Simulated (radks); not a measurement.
Task: The mean radii <r> (bohr) of the occupied orbitals of an atom or ion are listed with their occupations. Method: Dirac Kohn-Sham, exchange-only LDA, spin-unpolarised, spherical densities, point nucleus; computed with a radial shooting solver on a logarithmic mesh with Libxc functionals.

| orbital | occ. | <r> |
|---|---|---|
| 1s1/2 | 2 | 0.01716 |
| 2s1/2 | 2 | 0.07172 |
| 2p1/2 | 2 | 0.05908 |
| 2p3/2 | 4 | 0.06751 |
| 3s1/2 | 2 | 0.1867 |
| 3p1/2 | 2 | 0.1769 |
| 3p3/2 | 4 | 0.1924 |
| 3d3/2 | 4 | 0.1677 |
| 3d5/2 | 6 | 0.1724 |
| 4s1/2 | 2 | 0.4152 |
| 4p1/2 | 2 | 0.4180 |
| 4p3/2 | 4 | 0.4521 |
| 4d3/2 | 4 | 0.4618 |
| 4d5/2 | 6 | 0.4731 |
| 5s1/2 | 1 | 0.9464 |
| 4f5/2 | 6 | 0.5110 |
| 4f7/2 | 8 | 0.5182 |
| 5p1/2 | 2 | 1.023 |
| 5p3/2 | 4 | 1.120 |
| 5d3/2 | 3.6 | 1.502 |
| 5d5/2 | 5.4 | 1.556 |

Name the element and its charge. Open shells, if any, are shared by 2j + 1.

Result: Z = 78, platinum, charge +2: Pt2+ in [Kr] 4d10 4f14 5s1 5p6 5d9. The 1s radius gives Z: for a bare nucleus <r> = (2 gamma + 1)/(2Z) with gamma = sqrt(1 - (Z/c)^2), 0.01695 bohr for Z = 78, and screening makes it slightly larger (0.01716 here). The occupations add up to 76, and the charge is Z minus that.
